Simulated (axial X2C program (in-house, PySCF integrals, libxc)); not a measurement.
## FNdF: the levels of the configuration f4 s0 d(πδ)0

Calculated with an axial X2C code built on PySCF integrals: two-component X2C with atomic mean-field Coulomb and Gaunt terms, basis F dyall-av3z, Nd dyall-v3z (cores contracted in-house). Orbitals come from Hartree–Fock averaged over the configuration Nd f4 s0 d(πδ)0; CI then distributes these electrons over the f, s, d(πδ) shells of Nd.

F–Nd–F held linear, both bonds 2.241 Å (near the minimum of the configuration average).

Active spinors (ω > 0):

| shell | ω | ε (eV) | character |
| --- | --- | --- | --- |
| f | 5/2 | 8.26 | 100% Nd f |
| f | 7/2 | 8.50 | 100% Nd f |
| f | 3/2 | 8.50 | 100% Nd f |
| f | 5/2 | 8.71 | 100% Nd f |
| f | 1/2 | 8.74 | 99% Nd f |
| f | 3/2 | 8.94 | 99% Nd f |
| f | 1/2 | 9.09 | 98% Nd f |
| s | 1/2 | -0.07 | 84% Nd s, 11% Nd d |
| d(πδ) | 3/2 | 2.23 | 99% Nd d |
| d(πδ) | 5/2 | 2.24 | 99% Nd d |
| d(πδ) | 3/2 | 6.86 | 100% Nd d |
| d(πδ) | 1/2 | 9.27 | 87% Nd d, 12% F p |

Lowest levels of this model:

```csv
Ω,energy (cm⁻¹),g∥,configuration
0,0,0.00,100% f4
1,112,1.98,100% f4
2,333,3.10,100% f4
3,433,3.75,100% f4
4,978,6.58,100% f4
0,1254,0.00,100% f4
2,1265,3.59,100% f4
1,1268,1.65,100% f4
3,1440,5.77,100% f4
5,1982,10.34,100% f4
4,2068,6.87,100% f4
1,2480,2.03,100% f4
2,2482,4.24,100% f4
0,2490,0.00,100% f4
3,2563,6.37,100% f4
4,2907,7.54,100% f4
6,3227,13.98,100% f4
5,3318,10.54,100% f4
0,3760,0.00,100% f4
1,3772,2.24,100% f4
2,3813,4.57,100% f4
3,3888,6.96,100% f4
4,4019,9.13,100% f4
5,4311,10.72,100% f4
6,4674,13.83,100% f4
7,4706,17.42,100% f4
0,5027,0.00,100% f4
5,5508,12.38,100% f4
6,5629,14.16,100% f4
7,6110,16.53,100% f4
```

g∥ is the magnitude of 2⟨Lz + ge Sz⟩ for the +Ω component.

This point took 4.5 s on 1 thread of Arm Neoverse V1, on a shared host.

There is no dynamic correlation: spin–orbit spacings and, for f shells, spacings inside one term are the most reliable numbers, splittings between terms come out too wide, and energies between configurations are not reliable, so the lowest level need not be the ground state of the molecule. At most 4 roots were kept for each Ω > 0 (twice that for Ω = 0) within 2.2 eV of the lowest, so higher up levels can be missing between those listed; levels with Ω > 0 are doubly degenerate and listed once, Ω = 0 levels singly. States that fill the shells left empty in the average are placed too high. The molecule was held linear; bending was not examined.
